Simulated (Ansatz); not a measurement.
C3H6ClGa, SMILES `C=C[CH2][GaH][Cl]` at its PBE0-D4/def2-TZVP geometry, where that method's forces vanish. Charge 0, multiplicity 1.

```xyz
11

C    -1.5787    0.3891   -0.5627
C    -0.4201    0.9112   -0.1605
C     0.4441    0.3685    0.9240
Ga    1.4562   -0.9789   -0.0990
Cl    0.7565   -3.0033    0.1718
H    -2.0150   -0.4752   -0.0712
H    -2.1306    0.8199   -1.3887
H    -0.0286    1.7722   -0.6995
H    -0.1253   -0.1452    1.6986
H     1.0829    1.1296    1.3705
H     2.5585   -0.7881   -1.1832
```

**Question.** What forces (eV/Å) does PBE-D4/def2-TZVPP give on these atoms in Ansatz 0.2.0? (An estimate is asked.)

**Answer.** Computed: 
```
C1  -0.354 -0.144 -0.125
C2   0.359  0.105  0.139
C3  -0.067  0.076  0.037
Ga4  0.160  0.086 -0.046
Cl5 -0.085 -0.225  0.024
H6  -0.097 -0.179  0.090
H7  -0.131  0.081 -0.169
H8   0.097  0.182 -0.108
H9  -0.097 -0.115  0.155
H10  0.157  0.127  0.087
H11  0.058  0.006 -0.083
```
